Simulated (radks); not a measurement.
The numbers below are computed, except where a source is named.
Species: Te6+. Configuration: [Kr] 4d10. Level of theory: non-relativistic Kohn-Sham, r2SCAN, spin-polarised, spherical densities, point nucleus; meta-GGA in the generalised Kohn-Sham scheme; relativity is left out, which matters for an element this heavy (a radial shooting solver on a logarithmic mesh with Libxc functionals).

Unscreened Slater integrals over Kohn-Sham orbitals (hartree). They are taken over the spin-up orbitals.

integral     value
F0(4d,4d)  0.96093
F2(4d,4d)  0.49059
F4(4d,4d)  0.32652
F0(4d,4p)   1.0161
F2(4d,4p)  0.52188
G1(4d,4p)  0.66460
G3(4d,4p)  0.41339
F0(4d,4s)   1.0358
G2(4d,4s)  0.51105
F0(4p,4p)   1.0825
F2(4p,4p)  0.57126
F0(4p,4s)   1.1063
G1(4p,4s)  0.75848
F0(4s,4s)   1.1321
